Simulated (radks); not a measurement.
Q: All-electron atom: Eu2+ in [Xe] 4f4 5d0.5 6s1.5 6p1 (fractional occupations, a model configuration). All-electron calculation, scalar-relativistic Kohn-Sham, PBE, spin-polarised, spherical densities, finite nucleus; open shells are filled with parallel spins first (spin-orbit coupling, left out, can overturn this in heavy ions); Fermi nuclear charge, rms radius 5.1115 fm. Program: a radial shooting solver on a logarithmic mesh with Libxc functionals. Some entries of the table are withheld. Estimate them.

orbital,occ.,eigenvalue (Ry),r(max) (bohr)
1s up,1,-3557.855,0.01420
1s down,1,-3557.853,0.01420
2s up,1,-587.1507,0.08056
2s down,1,-587.1454,0.08056
2p up,3,-523.5193,0.06513
2p down,3,-523.5149,0.06513
3s up,1,-132.1570,0.2289
3s down,1,-132.0307,0.2289
3p up,3,-112.3518,0.2246
3p down,3,-112.2260,0.2245
3d up,5,-85.83866,0.1840
3d down,5,-85.74087,0.1839
4s up,1,-29.11582,0.5262
4s down,1,-28.82150,0.5262
4p up,3,-22.55306,0.5486
4p down,3,-22.26175,0.5485
4d up,5,-13.39676,0.5693
4d down,5,-13.10924,0.5692
5s up,1,-5.77230,1.186
5s down,1,-5.61289,1.193
5p up,3,-4.01403,1.317
5p down,3,-3.88263,1.328
4f up,4,-3.41921,0.5673
4f down,0,-3.14812,0.5686
5d up,0.5,(1),1.663
5d down,0,(2),1.676
6s up,1,-1.49328,2.812
6s down,0.5,-1.38344,2.808
6p up,1,-1.09472,3.286
6p down,0,-0.99088,3.321

A: 
(1) 5d up eigenvalue (Ry): -1.81740
(2) 5d down eigenvalue (Ry): -1.71625
